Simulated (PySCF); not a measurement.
## SMILES C[Te@OH22](C)(Br)Br, C2H6Br2Te: coupling constants with relativity

Geometry:
| atom | x (Å) | y (Å) | z (Å) |
| --- | --- | --- | --- |
| C1 | 1.447 | 0.077 | 0.040 |
| Te2 | -0.269 | 1.347 | 0.148 |
| C3 | -1.735 | -0.202 | 0.253 |
| Br4 | 0.003 | 1.250 | 2.805 |
| Br5 | -0.519 | 1.175 | -2.504 |
| H6 | 1.350 | -0.663 | 0.842 |
| H7 | 1.461 | -0.366 | -0.962 |
| H8 | 2.327 | 0.710 | 0.213 |
| H9 | -1.395 | -1.015 | -0.398 |
| H10 | -1.820 | -0.503 | 1.304 |
| H11 | -2.671 | 0.220 | -0.132 |

[PySCF integrals, density fitting: indirect couplings; PBE0/pcJ-1 (dyall-v2z on Br, dyall-v2z on Te), isolated molecule, finite nuclei, PBE0-D3(BJ)/def2-SVP geometry]

Non-relativistic values:
```csv
coupling,atoms,J (Hz)
"1J(125Te,13C)",Te2 – C1,111.0
"1J(125Te,13C)",Te2 – C3,112.0
"1J(125Te,79Br)",Te2 – Br4/Br5,-801.7
"2J(125Te,1H)",Te2 – H6/H7/H8,-20.6
"2J(125Te,1H)",Te2 – H9/H10/H11,-21.5
```

Problem. What do two-component X2C with spin–orbit coupling give?

Solution. 
| coupling | atoms | with spin–orbit (Hz) |
| --- | --- | --- |
| 1J(125Te,13C) | Te2 – C1 | 192.0 |
| 1J(125Te,13C) | Te2 – C3 | 193.4 |
| 1J(125Te,79Br) | Te2 – Br4/Br5 | -1392.7 |
| 2J(125Te,1H) | Te2 – H6/H7/H8 | -42.5 |
| 2J(125Te,1H) | Te2 – H9/H10/H11 | -43.6 |

The largest listed coupling, 1J(125Te,79Br), ends at 1.74 times its non-relativistic value. Equivalent partners are averaged, as under fast rotation. In the static structure 2J(125Te,1H) spreads over -2.9, -20.3, -104.5 Hz. In the static structure 2J(125Te,1H) spreads over 0.6, -31.4, -100.1 Hz. Couplings to strongly quadrupolar nuclei (79Br) are seldom resolved in solution.
